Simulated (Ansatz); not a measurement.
```yaml
crystal:
  periodic: [false, false, false]
  atoms:
    - {symbol: C, position_ang: [-0.745796, 0.803799, -0.609346]}
    - {symbol: O, position_ang: [-0.709162, -0.665701, -0.923944]}
    - {symbol: Si, position_ang: [0.366235, -1.453909, 0.015628]}
    - {symbol: Si, position_ang: [0.587534, 0.769571, 0.766567]}
    - {symbol: H, position_ang: [-0.546062, 1.262039, -1.535293]}
    - {symbol: H, position_ang: [-1.748230, 1.015383, -0.286758]}
    - {symbol: H, position_ang: [1.460354, -2.046847, -0.769550]}
    - {symbol: H, position_ang: [-0.241190, -2.373582, 0.992813]}
    - {symbol: H, position_ang: [0.122055, 1.235744, 2.045041]}
    - {symbol: H, position_ang: [1.790050, 1.545243, 0.384958]}
basis:
  gaussian: {orbitals: def2-TZVPP}
hamiltonian: {xc: {name: HF}}
correlation: {method: rpa}
scf: {max_iter: 3}
```

```sh
$ ansatz run in.yaml --threads 2 --pin off --events-out ev --progress --plain --max-ram 4352MiB
```

It prints (some lines left out):

```
Error: invalid value for `basis.gaussian`: such a run doesn't read scf.max_iter; remove what it names
```

(1) What is wrong with this run?

Results:

(1) The input holds a key that doesn't belong there. The input was rejected before any iteration.
